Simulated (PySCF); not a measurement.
**WCl₂ + 2 HF → WF₂ + 2 HCl**

Level: PBE0 in the def2-TZVP basis family, computed in PySCF with density fitting; scalar-relativistic core potentials for atoms from Rb on, none lighter, no spin–orbit coupling; open shells unrestricted.

| species | state and structure | E (Eh) | ZPE (kJ/mol) | H(298 K) − H(0) (kJ/mol) | S° (J/(mol K)) |
| --- | --- | --- | --- | --- | --- |
| WCl₂ | quintet, C2v, W–Cl 2.267 Å (×2); Cl–W–Cl 141.3° | -987.23973 | 5.1 | 13.7 | 322.9 |
| HF | singlet, C∞v, H–F 0.920 Å | -100.39188 | 24.9 | 8.7 | 173.6 |
| WF₂ | quintet, C2v, W–F 1.882 Å (×2); F–W–F 140.9° | -266.67975 | 8.6 | 12.4 | 299.2 |
| HCl | singlet, C∞v, H–Cl 1.279 Å | -460.66440 | 17.9 | 8.7 | 186.6 |

Question: What is the electronic reaction energy?

Answer: At PBE0/def2-TZVP, ΔE = 39.2 kJ/mol from the differences of the total energies times 2625.5, uphill. Ligand exchange with HF takes part in thermal etching.

Question: Add zero-point, thermal and entropy terms for 298.15 K and 1 bar.

Answer: ΔZPE = -10.5 and Δ[H(298) − H(0)] = -1.3 kJ/mol give ΔH° = 27.4 kJ/mol. ΔS° = 2.3 J/(mol K), so ΔG° = 27.4 − 298.15 × (0.0023) = 27 kJ/mol and log₁₀K = -4.7.

Spin–orbit coupling can matter for WCl₂, WF₂ and is left out. Open d or f shells are single determinants, so the state found may not be the ground state. Each species is the lowest minimum found with this bonding; other isomers or fragments can lie lower.
